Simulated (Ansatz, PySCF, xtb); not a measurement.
Energy difference R1 + 2 R2 + R3 → 3 P1 + P2, each structure at its B3LYP-D3(BJ)/def2-TZVP stationary point, reached from a drawn start (curvature not checked).
P1: H2 (SMILES [H][H]), charge 0, multiplicity 1.
R1: HCl (SMILES Cl), charge 0, multiplicity 1.
R2, HF (SMILES F) (charge 0, multiplicity 1):
```xyz
2

F      0.00000     0.00000     0.46223
H      0.00000     0.00000    -0.46223
```
R3: SiH4 (SMILES [SiH4]), charge 0, multiplicity 1.
P2, ClF2HSi (SMILES F[SiH](F)Cl) (charge 0, multiplicity 1):
```
atom    x (Å)    y (Å)    z (Å)
----  -------  -------  -------
Si    -0.0829   0.0043   0.0570
F     -0.8215  -1.2105  -0.6383
F     -0.6497   1.3379  -0.5792
Cl     1.9045  -0.1207  -0.3314
H     -0.3504  -0.0109   1.4918
```

P less R. No zero-point or thermal terms.

Frozen-core correlation throughout.

The values were computed with Ansatz (Gaussian basis) for Hartree–Fock, density functionals and correlated methods; PySCF for the D3/D4 terms; xtb for the GFN methods. All values are computed, each at the level named.

The comparison value is -3.416 eV (CCSD(T)/cc-pV(Q+d)Z). It is a level with limits of its own, not the exact answer.

Q: Order these levels by how close they come to the comparison value for the reaction energy, closest first: BLYP/def2-TZVPP, HF/cc-pV(Q+d)Z, GFN2-xTB, B3LYP-D3(BJ)/def2-TZVPP, GFN1-xTB. Give each level's value less the comparison value.

A: B3LYP-D3(BJ)/def2-TZVPP (0.061 eV), HF/cc-pV(Q+d)Z (0.105 eV), BLYP/def2-TZVPP (0.116 eV), GFN2-xTB (0.505 eV), GFN1-xTB (-0.846 eV)

Ansatz is a quantum-chemistry and plane-wave program.
